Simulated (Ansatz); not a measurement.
diiodomethane (SMILES ICI) moved off its minimum; all values from Ansatz (an electronic-structure program), cores frozen in correlated methods. Elements past Kr take the def2 small-core potentials, without spin–orbit coupling.
(charge 0, multiplicity 1)
```xyz
5

I     -1.8011     0.0795     0.0449
C      0.0202    -1.0737     0.0587
I      1.8187     0.1054    -0.0182
H      0.0144    -1.5637     0.9627
H     -0.0070    -1.6996    -0.8313
```

Problem. Give the forces (eV/Å), the total energy and the dipole at CCSD(T)/def2-TZVPPD.

Solution. 
```csv
atom,Fx,Fy,Fz
I1,0.073,-0.017,-0.043
C2,-0.133,1.445,-2.035
I3,-0.118,-0.106,-0.014
H4,0.102,-1.293,1.770
H5,0.075,-0.029,0.322
```
Energy -632.8703 hartree, dipole 1.09 D.
